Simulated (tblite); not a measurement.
Compound: C7H11BO2.
Bonds: C1–B2, B2–C3, B2–O4, O4–C5, C5–C6 (aromatic), C6–C7 (aromatic), C7–C8 (aromatic), C8–C9, C8–O10 (aromatic), C5–O10 (aromatic). Hydrogens: H11, H12, H13 on C1; H14, H15, H16 on C3; H17 on C6; H18 on C7; H19, H20, H21 on C9.

Computed with GFN2-xTB (tblite), gas phase: L-BFGS steps from a force-field or distance-geometry start until the largest atomic force falls under 0.01 eV/Å.

At the end of the run (lengths in Å): B2–O4 1.354, O4–C5 1.333, C8–O10 1.359, C6–C7 1.418, C5–O10 1.352, C3–H16 1.089, C7–C8 1.361, C7–C8–C9 132.3°, C1–B2–O4 114.0°, C9–C8–O10 117.9°, C1–B2–C3 122.4°, C1–B2–O4–C5 180°, B2–O4–C5–C6 180°.

Question: These geometries were met on the way; a selection of coordinates is given. Order them by energy above the end point, lowest first.
A. B2–O4 1.357, O4–C5 1.346, C8–O10 1.356, C6–C7 1.419, C5–O10 1.360, C3–H16 1.087, C7–C8 1.361, C7–C8–C9 128.4°, C1–B2–O4 120.1°, C9–C8–O10 121.9°, C1–B2–C3 116.8°, C1–B2–O4–C5 180°, B2–O4–C5–C6 180°
B. B2–O4 1.491, O4–C5 1.401, C8–O10 1.302, C6–C7 1.374, C5–O10 1.312, C3–H16 1.121, C7–C8 1.391, C7–C8–C9 125.4°, C1–B2–O4 118.4°, C9–C8–O10 124.3°, C1–B2–C3 118.8°, C1–B2–O4–C5 179°, B2–O4–C5–C6 180°
C. B2–O4 1.430, O4–C5 1.362, C8–O10 1.371, C6–C7 1.421, C5–O10 1.367, C3–H16 1.101, C7–C8 1.353, C7–C8–C9 128.0°, C1–B2–O4 120.0°, C9–C8–O10 121.1°, C1–B2–C3 117.2°, C1–B2–O4–C5 179°, B2–O4–C5–C6 180°
D. B2–O4 1.376, O4–C5 1.352, C8–O10 1.372, C6–C7 1.420, C5–O10 1.374, C3–H16 1.091, C7–C8 1.357, C7–C8–C9 128.4°, C1–B2–O4 120.7°, C9–C8–O10 121.5°, C1–B2–C3 116.1°, C1–B2–O4–C5 179°, B2–O4–C5–C6 180°
E. B2–O4 1.358, O4–C5 1.338, C8–O10 1.360, C6–C7 1.416, C5–O10 1.359, C3–H16 1.088, C7–C8 1.359, C7–C8–C9 129.8°, C1–B2–O4 118.2°, C9–C8–O10 120.3°, C1–B2–C3 118.8°, C1–B2–O4–C5 180°, B2–O4–C5–C6 180°

Answer: E (0.050 eV), A (0.090 eV), D (0.150 eV), C (0.258 eV), B (0.674 eV).

| step | E above end (eV) | rms distance from the end, all atoms (Å) | largest force (eV/Å) | rms shift of all bonds from the end (Å) |
| --- | --- | --- | --- | --- |
| 8 | 0.050 | 0.075 | 0.225 | 0.003 |
| 4 | 0.090 | 0.094 | 0.291 | 0.005 |
| 2 | 0.150 | 0.101 | 0.651 | 0.013 |
| 1 | 0.258 | 0.105 | 1.601 | 0.022 |
| 0 | 0.674 | 0.111 | 3.315 | 0.042 |

Rows stand in the order of the answer.
